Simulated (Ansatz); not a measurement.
n-GeSiGeSiH10 (Si2Ge2H10), relaxed as a singlet with RKS PBE-D4/def2-SVP in Ansatz, starting from the GFN2-xTB geometry. Force threshold 0.02 eV/Å.

Another isomer (singlet) lies 0.11 eV lower at PBE0-D4/def2-TZVP; other spin states weren't run for this one.

Start:

```xyz
14

Ge   -1.467   -0.561   -1.941
Ge    0.807    0.986    0.750
Si   -1.347    0.981   -0.190
Si    1.835   -0.938    1.612
H    -1.616   -1.995   -1.520
H    -2.599   -0.377   -2.909
H    -0.262   -0.608   -2.837
H    -2.345    0.612    0.821
H    -1.732    2.304   -0.691
H     1.735    1.608   -0.278
H     0.849    2.095    1.786
H     1.426   -2.105    0.826
H     3.294   -0.843    1.572
H     1.423   -1.159    3.000
```

```json
{"step": "1", "energy (eV)": "-128909.4132", "largest force component (eV/Å)": "0.999", "SCF passes": "15"}
{"step": "2", "energy (eV)": "-128909.7176", "largest force component (eV/Å)": "0.264", "SCF passes": "18"}
{"step": "3", "energy (eV)": "-128909.7515", "largest force component (eV/Å)": "0.061", "SCF passes": "18"}
{"step": "4", "energy (eV)": "-128909.7564", "largest force component (eV/Å)": "0.035", "SCF passes": "19"}
{"step": "5", "energy (eV)": "-128909.7675", "largest force component (eV/Å)": "0.074", "SCF passes": "16"}
{"step": "6", "energy (eV)": "-128909.7773", "largest force component (eV/Å)": "0.134", "SCF passes": "17"}
{"step": "7", "energy (eV)": "-128909.7801", "largest force component (eV/Å)": "0.194", "SCF passes": "17"}
{"step": "8", "energy (eV)": "-128909.7832", "largest force component (eV/Å)": "0.121", "SCF passes": "18"}
{"step": "9", "energy (eV)": "-128909.7866", "largest force component (eV/Å)": "0.010", "SCF passes": "18"}
{"step": "10", "energy (eV)": "-128909.7882", "largest force component (eV/Å)": "0.040", "SCF passes": "17"}
{"step": "11", "energy (eV)": "-128909.7883", "largest force component (eV/Å)": "0.088", "SCF passes": "17"}
{"step": "12", "energy (eV)": "-128909.7892", "largest force component (eV/Å)": "0.058", "SCF passes": "19"}
{"step": "13", "energy (eV)": "-128909.7898", "largest force component (eV/Å)": "0.005", "SCF passes": "19"}
{"step": "14", "energy (eV)": "-128909.7900", "largest force component (eV/Å)": "0.020", "SCF passes": "18"}
{"step": "15", "energy (eV)": "-128909.7900", "largest force component (eV/Å)": "0.032", "SCF passes": "18"}
{"step": "16", "energy (eV)": "-128909.7901", "largest force component (eV/Å)": "0.021", "SCF passes": "12"}
{"step": "17", "energy (eV)": "-128909.7901", "largest force component (eV/Å)": "0.007", "SCF passes": "12"}
```

Force components are those of the run's own axes.

End:

```xyz
14

Ge   -1.400   -0.658   -1.853
Ge    0.957    1.176    0.674
Si   -1.284    1.033   -0.162
Si    1.636   -0.971    1.488
H    -1.008   -2.034   -1.251
H    -2.828   -0.771   -2.450
H    -0.410   -0.334   -3.004
H    -2.208    0.668    0.972
H    -1.732    2.356   -0.727
H     1.906    1.622   -0.474
H     1.054    2.237    1.807
H     1.611   -1.965    0.358
H     3.026   -0.925    2.066
H     0.680   -1.434    2.555
```

By distances, no bond broke or formed. The bond that changes most is Ge1–Si3, from 2.34 to 2.39 Å (atoms count from 1).

The force fell under the threshold at step 9, but the optimiser went on and released 0.004 eV more. No frequencies were taken in this run, so the end may be a saddle point.

It took 19 s on 4 threads of Intel Xeon on a shared host.
